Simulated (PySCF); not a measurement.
# Dipole response of Ga (gallium, neutral)

[Ar] 3d10 4s2 4p1, 2P determinant. Computed with PySCF 2.14 in aug-cc-pVQZ-PP with ECP10MDF (7s6p5d3f2g, 89 functions), with scalar relativity through the core potential. Coupled (time-dependent) response in atomic units; α is the mean over directions.

```
method  mean α (bohr³)         α xx, yy, zz  C₆ (like pair)  S(−4)
   UHF           57.43  45.51, 81.26, 45.51           501.6   2012
   PBE           64.75  47.35, 99.55, 47.35           544.5   3558
  PBE0           59.87  45.31, 88.98, 45.31           506.0   2661
```

S(−4) is the Cauchy moment in α(ω) = α(0) + S(−4) ω² + …

Reference α: 50 ± 3 bohr³ (recommended; Schwerdtfeger and Nagle, table of static dipole polarizabilities (2023 update)). Published C₆: 498.0 (Chu and Dalgarno (2004); Tang, Norbeck and Certain (1976)).

Spin-orbit coupling is absent.

α(iu) at UHF:

| u (hartree) | α(iu) (bohr³) |
| --- | --- |
| 0 | 57.43 |
| 0.0500 | 53.00 |
| 0.100 | 44.10 |
| 0.200 | 28.63 |
| 0.300 | 19.11 |
| 0.500 | 9.897 |
| 0.750 | 5.459 |
| 1.00 | 3.533 |
| 1.50 | 1.916 |
| 2.00 | 1.243 |
| 3.00 | 0.6674 |
| 5.00 | 0.2881 |

The components differ because the open shell of this determinant is not spherical; for a pure term their mean is the scalar polarisability.

Energies and moments cover only the electrons outside the core potential.
